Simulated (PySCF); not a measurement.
SMILES [NH2][AlH][OH], PBE0/def2-SVP optimised geometry. Atoms within 1.6 Å of the plane z = 1.5 Å (x, y, z in Å): Al1 (-0.52, 0.43, 0.00), H2 (-1.28, 1.82, 0.00), O3 (-1.35, -1.01, 0.00), H4 (-1.84, -1.82, 0.00), N5 (1.25, 0.43, 0.00), H6 (1.84, -0.39, 0.00), H7 (1.82, 1.27, 0.00).

Computed with PBE0/def2-TZVP (PySCF).

Map of the electron localisation function on the plane z = 1.5 Å:

```
|                             |
|                             |
|                             |
|                             |
|        .--:.                |
|       -+##*-.               |
|      :*%@@#=.               |
|      -#@@@%+.               |
|     .=#@@@%=.    .          |
|      :*%@%#-. ..:::..       |
|      .:=**=:..:=+==:.       |
|        .:::..:=*#*+=:.      |
|             .-*#%#*+-.      |
|             .:*#%#*+-.      |
|        ...   .=*#*+=:.      |
|      ..:::.   .=+=-:.       |
|      .:-=-:.   .:::..       |
|      .-===-:                |
|      .:-==-:                |
|       .::--:.               |
|        ..::.                |
|           .                 |
|                             |
|                             |
|                             |
|                             |
|                             |
|                             |
|                             |
```
Scale: ten equal steps from 0.000 (start of ' ') to 0.915 (end of '@'), in the order ' .:-=+*#%@'; x runs from -4.00 to 4.00, y from -4.00 (bottom) to 4.00 (top).
